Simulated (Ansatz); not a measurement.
C₂H₇NSSi (`C=CN[SiH2]S`), relaxed with RKS PBE-D4/def2-SVP in the Gaussian-basis code of Ansatz from a rough embedded geometry. The force threshold is 0.03 eV/Å; the program also tests the step.

The species carries charge 0 and has multiplicity 1.

Start:

```xyz
12

C    -2.217    0.403    0.284
C    -0.937    0.629    0.225
N    -0.040   -0.134   -0.443
Si    1.621   -0.138   -0.717
S     2.399   -1.583    0.678
H    -2.890    1.054    0.925
H    -2.728   -0.471   -0.151
H    -0.515    1.468    0.684
H    -0.490   -0.960   -0.894
H     2.108    1.260   -0.280
H     1.940   -0.429   -2.053
H     1.750   -1.099    1.741
```

Task: By how much does the energy fall, and how many steps does the optimiser take? (Best estimate.)

Result: Computed: 60.05 kJ/mol, in 7 steps.

Task: Which bonds change most? (Best estimate.)

Result: Computed: Si4–H11 from 1.404 to 1.499 Å; N3–Si4 from 1.684 to 1.753 Å; C2–H8 from 1.045 to 1.105 Å; C1–C2 from 1.301 to 1.351 Å.

Task: Give the relaxed structure. (Best estimate.)

Result: The calculation gave: 
```xyz
12

C    -2.325    0.440    0.337
C    -0.996    0.608    0.163
N    -0.150   -0.180   -0.615
Si    1.603   -0.143   -0.602
S     2.581   -1.619    0.646
H    -2.894    1.148    0.955
H    -2.876   -0.388   -0.136
H    -0.481    1.454    0.654
H    -0.616   -0.972   -1.070
H     1.954    1.252   -0.175
H     2.110   -0.489   -1.970
H     2.091   -1.110    1.812
```
